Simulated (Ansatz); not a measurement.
```yaml
crystal:
  periodic: [false, false, false]
  atoms:
    - {symbol: C, position_ang: [2.154190, -0.817879, -2.572491]}
    - {symbol: O, position_ang: [0.635865, -0.814350, -2.218841]}
    - {symbol: Mo, position_ang: [-0.668779, 0.092665, -0.892742]}
    - {symbol: O, position_ang: [-2.316836, -0.218367, -1.693610]}
    - {symbol: Cl, position_ang: [0.505440, 2.317227, -1.696917]}
    - {symbol: O, position_ang: [-1.298830, 1.278711, 0.709511]}
    - {symbol: C, position_ang: [-0.618314, 2.245211, 1.730025]}
    - {symbol: O, position_ang: [-0.209199, -1.417918, 0.496438]}
    - {symbol: C, position_ang: [-0.988789, -1.841583, 1.792852]}
    - {symbol: H, position_ang: [2.533346, 0.333309, -2.766537]}
    - {symbol: H, position_ang: [2.805489, -1.305825, -1.654770]}
    - {symbol: H, position_ang: [2.323052, -1.480818, -3.586686]}
    - {symbol: H, position_ang: [0.245673, 1.665983, 2.382179]}
    - {symbol: h, position_ang: [-0.094920, 3.176014, 1.125972]}
    - {symbol: H, position_ang: [-1.472551, 2.681875, 2.489676]}
    - {symbol: H, position_ang: [-1.458260, -0.862005, 2.363068]}
    - {symbol: H, position_ang: [-0.212637, -2.416550, 2.544452]}
    - {symbol: H, position_ang: [-1.906054, -2.602818, 1.506438]}
basis:
  gaussian: {orbitals: STO-3G}
total_charge: -1
magnetization: {spin_polarized: true, initial_magnetization: 1}
hamiltonian: {xc: {name: PBE0-DH}}
output: {forces: true}
```

```sh
$ ansatz run in.yaml --threads 4 --pin off --events-out ev --progress --plain --max-ram 46080MiB --backend cpu
```

**Question.** How does Ansatz answer? (An estimate is asked.)

**Answer.** The calculation gave: The program refused the input.
```
Error: YAML parse error: error: line 17 column 16: `h` is not an element symbol (H … Og, case-exact)
15 |     - {symbol: H, position_ang: [2.323052, -1.480818, -3.586686]}
16 |     - {symbol: H, position_ang: [0.245673, 1.665983, 2.382179]}
17 |     - {symbol: h, position_ang: [-0.094920, 3.176014, 1.125972]}
18 |     - {symbol: H, position_ang: [-1.472551, 2.681875, 2.489676]}
19 |     - {symbol: H, position_ang: [-1.458260, -0.862005, 2.363068]}
```
